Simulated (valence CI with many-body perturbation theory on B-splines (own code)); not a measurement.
**As¹⁰⁺: calculated level list**

Level of theory: relativistic CI+MBPT: five valence electrons over a frozen Dirac-Fock core [Ar], radial functions for each j: 7 s, 7 p, 8 d, 6 f, 4 g, 1 h, with the one-electron correlation potential Σ1 (screened to all orders), the two-electron term Σ2, the three-electron term Σ3, Breit, model QED; selected single and double excitations, second order for the rest, scaled by the run's own slope (own B-spline code, finite nucleus).

No measured levels were compared; by estimate terms of the open shell hold to 2 to 4 % of their energy, and close levels can change places. Only levels of the ground parity were solved; by the run's estimate the other parity begins above the list, which can be wrong where configurations are misplaced.

Levels 1 to 37 of 37, with energies above the lowest level, 3d5 6S_5/2. "Leading %" is the weight of the configuration and term that name the level; weights of strongly mixed levels are sums over their largest components and can fall short. Lifetimes count E1, E2, E3, M1 and M2 decay at the calculated energies, and are blank where another channel may lead or the interval is too uncertain; long ones can be off by a factor of two.

```
No.  Configuration  Term     J  E (eV)  Leading %  Lifetime  Second component      g
  1            3d5    6S   5/2   0.000         99                              1.997
  2            3d5    4G   5/2   7.683         96    2.09 s                    0.587
  3            3d5    4G  11/2   7.703         99                              1.270
  4            3d5    4G   7/2   7.740         98     184 s                    0.987
  5            3d5    4G   9/2   7.762         99     252 s                    1.171
  6            3d5    4P   5/2   8.390         70   12.0 ms       24 % 3d5 4D  1.518
  7            3d5    4P   3/2   8.532         75   17.6 ms       24 % 3d5 4D  1.597
  8            3d5    4P   1/2   8.703         88    7.80 s       11 % 3d5 4D  2.363
  9            3d5    4D   7/2   9.359         97    236 ms                    1.420
 10            3d5    4D   1/2   9.576         88    127 ms       11 % 3d5 4P  0.299
 11            3d5    4D   5/2   9.678         73   33.6 ms       23 % 3d5 4P  1.417
 12            3d5    4D   3/2   9.685         75   44.6 ms       24 % 3d5 4P  1.319
 13            3d5    2I  11/2  11.119         94                  6 % 3d5 2H  0.932
 14            3d5    2I  13/2  11.234        100    7.65 s                    1.076
 15            3d5    2D   5/2  11.783         54   11.6 ms       36 % 3d5 2F  1.075
 16            3d5    2D   3/2  12.135         77   29.4 ms       22 % 3d5 4F  0.719
 17            3d5    2F   7/2  12.491         67   37.4 ms       25 % 3d5 4F  1.148
 18            3d5    4F   9/2  12.693         77   48.0 ms       19 % 3d5 2G  1.277
 19            3d5    4F   5/2  12.872         84   47.3 ms       14 % 3d5 2F  1.007
 20            3d5    4F   7/2  12.997         64   17.3 ms       31 % 3d5 2F  1.209
 21            3d5    4F   3/2  13.167         77   28.5 ms       22 % 3d5 2D  0.493
 22            3d5    2H   9/2  13.465         65   26.6 ms       20 % 3d5 2G  1.012
 23            3d5    2F   5/2  13.628         50   11.2 ms       39 % 3d5 2D  1.012
 24            3d5    2H  11/2  13.898         93                  6 % 3d5 2I  1.082
 25            3d5    2G   7/2  13.950         92    140 ms        6 % 3d5 2F  0.910
 26            3d5    2G   9/2  14.364         60   47.0 ms       32 % 3d5 2H  1.062
 27            3d5    2F   5/2  14.850         92   47.9 ms        5 % 3d5 4F  0.873
 28            3d5    2F   7/2  14.964         92   52.7 ms        6 % 3d5 4F  1.144
 29            3d5    2S   1/2  16.238         99   15.4 ms                    1.997
 30            3d5    2D   3/2  18.127         99   11.6 ms                    0.800
 31            3d5    2D   5/2  18.241         97   8.66 ms                    1.191
 32            3d5    2G   9/2  20.169        100                              1.110
 33            3d5    2G   7/2  20.215         99                              0.890
 34            3d5    2P   3/2  24.317         96                              1.316
 35            3d5    2P   1/2  24.413         99                              0.672
 36            3d5    2D   5/2  26.524         99                              1.199
 37            3d5    2D   3/2  26.593         96                              0.814
```

Names give the largest LS component (configuration and term), which can be under half, so a name can repeat, a term be missing and a line seem to break the LS rules; names also repeat where a configuration has a term twice.

The ionisation energy to 3d4 5D_0 of the next ion comes out as 294.98 eV (NIST: 296 ± 2.4 eV (theoretical)). All 37 levels together are meant to be complete up to 27.629 eV.
